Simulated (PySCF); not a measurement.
C₂H₆BF₂NSi.
Numbering: `[CH3:1]/[N:2]=[CH:3]\[SiH2:4][B:5]([F:6])[F:7]` (hydrogens: H8, H9, H10 on C1; H11 on C3; H12, H13 on Si4)

Computed, not measured: TDDFT CAM-B3LYP/def2-SVPD, vertical, gas phase, core orbitals frozen in the response (PySCF). One conformer (not necessarily the lowest) at the PBE0-D3(BJ)/def2-SVP geometry, without solvent, vibrations or thermal averaging. Torsions of this conformer, `[CH3:1]/[N:2]=[CH:3]\[SiH2:4][B:5]([F:6])[F:7]`: N2–C3–Si4–B5 63°, C3–Si4–B5–F6 -98°.

| state | E (eV) | ν̃ (cm⁻¹) | f | main configurations (H = HOMO, L = LUMO) |
| --- | --- | --- | --- | --- |
| S1 | 4.09 | 32990 | 0.0020 | H→L (56%), H→L+1 (39%) |
| S2 | 5.66 | 45610 | 0.090 | H→L+1 (54%), H→L (40%) |
| S3 | 6.39 | 51550 | 0.068 | H-1→L (75%), H-2→L (14%) |
| S4 | 6.84 | 55200 | 0.038 | H→L+2 (82%) |
| S5 | 7.18 | 57930 | 0.101 | H→L+3 (34%), H-1→L+1 (33%), H-2→L (8%) |
| S6 | 7.21 | 58160 | 0.085 | H→L+3 (32%), H-1→L+1 (29%) |
| S7 | 7.36 | 59370 | 0.0063 | H-2→L (63%), H-1→L+1 (21%) |
| S8 | 7.59 | 61200 | 0.015 | H→L+4 (29%), H→L+5 (28%), H→L+6 (20%) |
| S9 | 7.76 | 62590 | 0.011 | H-4→L (30%), H→L+7 (26%), H-4→L+1 (21%) |
| S10 | 7.86 | 63350 | 0.0076 | H-3→L (73%), H-2→L+1 (9%) |

Triplets (Tamm–Dancoff): T1 3.32 eV, H→L (55%), H→L+1 (38%); T2 4.48 eV, H-1→L (46%), H-1→L+1 (30%); T3 4.96 eV, H→L+1 (37%), H→L (26%), H-2→L (15%); T4 5.70 eV, H-2→L (26%), H-1→L (19%), H→L+1 (17%).

The lowest singlet comes at 303 nm (395 kJ/mol) in the ultraviolet; it is very weak; its leading configuration is HOMO→LUMO (56%). The strongest level in the table is S5 at 7.18 eV (173 nm, f = 0.101). Löwdin shares by element: HOMO nitrogen 50%, carbon 24%, silicon 10% (atoms not listed hold the other 15%); LUMO boron 24%, silicon 20%, nitrogen 14%, carbon 14% or more (atoms not listed hold the other 28%). The listed states span 3.76 eV, and the widest gap between neighbours is 1.57 eV (S1 to S2). Weighted by f, the mean energy of these states is 6.74 eV. Of the 10 states listed, 7 reach f = 0.01 and none stays under 0.0005. All these states lie below the vertical ionisation energy of 9.24 eV (ΔSCF). The window holds the lowest 10 singlets.

On an Arm Neoverse V2 with one thread, shared host with 32 logical CPUs at a one-minute load of 35, this took 1.7 min of wall time and 1.1 GiB of memory at its peak.
